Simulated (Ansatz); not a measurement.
Reaction (SMILES): [SeH] (SeH) → H atom + Se atom
B3LYP-D3(BJ)/def2-TZVP geometries, fixed; electronic energies without zero-point terms.
Largest species:
```xyz
2

Se     0.0000     0.0000    -0.0421
H      0.0000     0.0000     1.4328
```
Charge 0, spin multiplicity 2.

Energies in hartree at PBE0 with Ansatz (an electronic-structure program); the atomisation energy is their sum with the coefficients shown, times 627.509 kcal/mol a hartree. All functions are spherical. The program fits the integrals of some runs and decomposes those of others, by size. Open shells are unrestricted. No added dispersion term, no relativity.

```json
[
 {"species": "[SeH] (SeH)", "coefficient": "-1", "part": "PBE0", "aug-cc-pVDZ": "-2401.80265", "aug-cc-pVTZ": "-2401.87389", "aug-cc-pVQZ": "-2401.87681"},
 {"species": "H atom", "coefficient": "+1", "part": "PBE0", "aug-cc-pVDZ": "-0.50065", "aug-cc-pVTZ": "-0.50115", "aug-cc-pVQZ": "-0.50127"},
 {"species": "Se atom", "coefficient": "+1", "part": "PBE0", "aug-cc-pVDZ": "-2401.17966", "aug-cc-pVTZ": "-2401.24963", "aug-cc-pVQZ": "-2401.25224"}
]
```

Predict the atomisation energy in aug-cc-pV5Z (X = 5): let each PBE0 step shrink by the ratio of the last two. Compare with the run.


- [SeH] (SeH): steps -0.07124 and -0.00292, ratio 0.041, so PBE0 -2401.87693 (run: -2401.87997).
- H atom: steps -0.00050 and -0.00012, ratio 0.240, so PBE0 -0.50130 (run: -0.50132).
- Se atom: steps -0.06997 and -0.00261, ratio 0.037, so PBE0 -2401.25234 (run: -2401.25527).
Predicted 77.37 kcal/mol; the run in aug-cc-pV5Z gives 77.42, a miss of -0.06. Keeping the value in aug-cc-pVQZ, 77.37, would miss by -0.05. All sums are of the energies as printed.
